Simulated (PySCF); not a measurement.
An unknown shows these calculated signals:

¹H NMR (400 MHz, computed): δ 3.28 (m, 1H), 3.04 (m, 1H), 2.62 (m, 1H), 2.01 (m, 1H), 1.86 (m, 1H), 1.46 (m, 1H), 1.44 (m, 1H), 1.21 (m, 1H), 1.06 (m, 1H), 0.23 (br s, 1H).

¹³C{¹H} NMR (computed): δ 135.1 (C), 63.1 (CH), 50.4 (CH2), 31.4 (CH2), 30.3 (CH2), 27.8 (CH2).

- GIAO PBE0/pcSseg-1 shieldings
- geometry from GFN2-xTB
- code: PySCF 2.14
- one computed conformer, isolated molecule, relativity neglected, equivalent nuclei averaged

Chemical shifts δ = σref − σ; TMS for ¹H and ¹³C, all at this level.

**Question.** Which of these does the molecule contain: a non-aromatic C=C double bond, an ester, a ketone, an NH or NH2 group, a CF3 group?

**Answer.** 
- A non-aromatic C=C double bond: no.
- An ester: no.
- A ketone: no.
- An NH or NH2 group: yes (δH 0.23 (br s)).
- A CF3 group: yes (δC 135.1).

The data belong to `InChI=1S/C6H10F3N/c7-6(8,9)5-3-1-2-4-10-5/h5,10H,1-4H2/t5-/m0/s1`; they needn't prove each group on their own.

Carbon signals by region: 1 in the sp2 and nitrile region (100–160 ppm), 2 at 50–100 ppm, 3 below 50 ppm.

OH and NH positions are those of a molecule without intermolecular hydrogen bonds; in solution they move with solvent, concentration and temperature, and exchange usually removes their couplings. Splittings by ¹⁹F in the carbon and heteronuclear signals aren't shown, as no couplings were computed. Shifts are as computed. Against solution values, carbons near 30 ppm lie about +3 ppm off and those near 130 ppm about +5 ppm. Of 1211 compounds with measured shifts, 218 miss one by over three times the rms of a fit or turn the order of signals round; such compounds aren't used in these exercises. Multiplicities follow the n + 1 count of equivalent neighbours, as no J values were calculated; m marks all less simple cases, F and P coupling included.
